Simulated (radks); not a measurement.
Fractional charge and spin in the 5s shell of barium: the spin-up occupation runs from 0 to 1 and the spin-down occupation from 0 to 1; the fullest corner is Ba3+, [Kr] 4d10 5p(up 2.5, down 2.5) 5s(up 1, down 1). Calculated with a radial shooting solver on a logarithmic mesh with Libxc functionals: scalar-relativistic Kohn-Sham, r2SCAN, spin-polarised, spherical densities, finite nucleus; meta-GGA in the generalised Kohn-Sham scheme; Fermi nuclear charge, rms radius of each element as measured or else 0.836 A^(1/3) + 0.57 fm. Energy (eV) above the fullest corner. The planes named below are the two flat planes that join the four corners, with an edge along up + down = one added electron.

down \ up        0      0.5       1
0          143.446  102.487  64.689
0.5        102.487   65.111  30.831
1           64.689   30.831   0.000

Corners above the fullest one (they belong to Ba4+ and the next ion): (up 1, down 0) 64.689 eV, (up 0, down 1) 64.689 eV, (up 0, down 0) 143.45 eV. With half an added electron in each spin the energy lies 0.422 eV from the planes, and with half an added electron in spin up alone -1.581 eV. The planes are only a guide here: the flat-plane condition holds for ground states with one frontier orbital, while this shell lies below other occupied shells, so the corners above the fullest one are inner-hole states and not the ground states of those ions.
